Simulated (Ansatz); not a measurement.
Cost and result up the ladder for Zn5Cu2 (7 atoms). Charge 0, multiplicity 1. Geometry: B3LYP-D4/def2-SVP.

```xyz
7

Cu   -1.639   -0.940   -1.968
Cu   -0.286   -1.086   -0.073
Zn   -1.885    1.118   -0.600
Zn    0.263    0.651   -2.153
Zn    0.518    1.219    0.366
Zn    1.971    0.737    2.495
Zn    1.058   -1.699    1.933
```

Ansatz on 4 threads of Arm Neoverse N1 on a shared host. Times are rough, and most runs start from the orbitals of an earlier one. No level here is sound enough to serve as a yardstick. Binding counts from free atoms at the same level (Cu doublet, Zn singlet; other spins of the atoms weren't run), without zero-point energy or a counterpoise term.

No other spin state of charge 0 was run. Another isomer (singlet) lies 0.16 eV lower at PBE0-D4/def2-TZVP; other spin states weren't run for this one.

Run but left out: MP2/def2-SVP (restricted singlet, unstable towards broken spin symmetry).

| level | functions | binding energy per atom (eV) | remarks |
| --- | --- | --- | --- |
| PBE-D4/def2-TZVP (with forces) | 330 | 0.84 | restricted SCF unstable in HF |
| BLYP-D4/def2-TZVP | 330 | 0.62 | restricted SCF unstable in HF |
| r2SCAN-D4/def2-TZVP | 330 | 0.89 | restricted SCF unstable in HF |
| LDA (SPW92)/def2-TZVP | 330 | 1.16 | restricted SCF unstable in HF |
| PBE0-D4/def2-TZVP | 330 | 0.71 | restricted SCF unstable in HF |

Question: Estimate how long each takes.

Answer: LDA (SPW92)/def2-TZVP 11 s; PBE-D4/def2-TZVP (with forces) 22 s; BLYP-D4/def2-TZVP 22 s; r2SCAN-D4/def2-TZVP 41 s; PBE0-D4/def2-TZVP 56 s. On shared hardware such times vary by a factor of up to 3.
